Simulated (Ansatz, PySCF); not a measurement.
Species: CsI (charge 0, singlet). 
Structure (B3LYP-D3(BJ)/def2-TZVP (Ansatz, a program for electronic structure) minimum search):
```
Cs
I 1 3.3768
```
Charge 0, spin multiplicity 1.

Dipole moments at this geometry, in debye (magnitudes).

| level | program | dipole (D) |
|---|---|---|
| PBE/def2-TZVPD | Ansatz | 11.31 |
| TPSS/def2-TZVPD | PySCF | 11.54 |
| B3LYP/def2-TZVPD | PySCF | [?] |
| BHLYP/def2-TZVPD | Ansatz | 12.10 |
| CAM-B3LYP/def2-TZVPD | Ansatz | 12.05 |
| CCSD(T)/def2-SVPD | Ansatz | [?] |

**Question.** Some entries are withheld; supply them.

**Answer.** 
- B3LYP/def2-TZVPD, dipole (D): 11.71
- CCSD(T)/def2-SVPD, dipole (D): 12.68
